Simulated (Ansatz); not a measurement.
Ansatz (a first-principles code) input:

Ansatz 0.2 input:
```yaml
crystal:
  periodic: [false, false, false]
  atoms:
    - {symbol: C, position_ang: [-0.03474644, -0.01975027, -1.05084796]}
    - {symbol: S, position_ang: [-0.03139027, -0.00932647, 0.50594900]}
    - {symbol: H, position_ang: [0.71072294, 0.26772505, -1.79009618]}
basis:
  gaussian:
    orbitals: def2-TZVP
hamiltonian:
  xc: b3lyp
  dispersion: d3bj
magnetization: {spin_polarized: true, initial_magnetization: 1}
phonons: {temperatures: {t_min: 298.15, t_max: 298.15, t_step: 100}}
```

Task: Which total energy does the run end on?

Result: -436.85664 Eh (B3LYP-D3(BJ)/def2-TZVP). The basis has 74 functions.

It need not be the lowest isomer of its formula.
